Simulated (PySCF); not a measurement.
Isomers of C6H9ClOSi, one GFN2-xTB conformer each. Single-point energies are computed at PBE0/pcSseg-1 (PySCF, gas phase, no added dispersion term), electronic only.

Question: Rank them by PBE0/pcSseg-1 energy, lowest first (kcal/mol).
A. `[CH2:1]=[C:2]([Cl:3])[C@H:4]1[CH2:5][CH2:6][C:7](=[O:8])[SiH2:9]1` with C1–C2–C4–C5 3°, C2–C4–C5–C6 168°, C4–C5–C6–C7 -45°, C5–C6–C7–O8 -155°, C6–C7–Si9–C4 0°
B. `[CH2:1]=[C:2]([Cl:3])[C@@H:4]1[SiH2:5][CH2:6][CH2:7][C:8]1=[O:9]` with C1–C2–C4–Si5 -131°, C2–C4–Si5–C6 -110°, C4–Si5–C6–C7 11°, Si5–C6–C7–C8 -29°, C6–C7–C8–O9 -140°
C. `[O:1]=[CH:2][C:3]1=[CH:4][SiH2:5][C@H:6]1[CH2:7][CH2:8][Cl:9]` with O1–C2–C3–C4 -176°, Si5–C6–C7–C8 -71°, C6–C7–C8–Cl9 -62°
D. `[CH2:1]=[CH:2][CH2:3][O:4][C:5]1=[C:6]([SiH2:7][Cl:8])[CH2:9]1` with C1–C2–C3–O4 -139°, C2–C3–O4–C5 70°, C3–O4–C5–C6 3°, C5–C6–Si7–Cl8 118°

Answer: B (0.0), A (6.9), C (18.1), D (31.3).

As drawn, the lowest has a C=O bond, which the highest lacks; the highest has a three-membered ring, which the lowest lacks. GFN2-xTB itself gives, in the same order: 0.0, 7.0, 29.9, 24.4. Both levels put the same isomer lowest; measured from each level's own lowest isomer, the values differ by up to 11.8 kcal/mol (O=CC1=C[SiH2][C@H]1CCCl: 29.9 against 18.1).

Q: Which frontier levels, dipoles and rotational constants go with these structures?

A: 
| SMILES | HOMO (eV, PBE0/pcSseg-1) | LUMO (eV) | dipole (D) | A, B, C (MHz) |
| --- | --- | --- | --- | --- |
| C=C(Cl)[C@@H]1[SiH2]CCC1=O | -6.97 | -1.01 | 2.30 | 1497, 1063, 899.3 |
| C=C(Cl)[C@H]1CCC(=O)[SiH2]1 | -6.67 | -1.37 | 2.55 | 2400, 715.3, 587.5 |
| O=CC1=C[SiH2][C@H]1CCCl | -7.50 | -2.21 | 3.96 | 1505, 778.6, 565.9 |
| C=CCOC1=C([SiH2]Cl)C1 | -6.76 | -0.46 | 3.00 | 1729, 634.0, 516.0 |
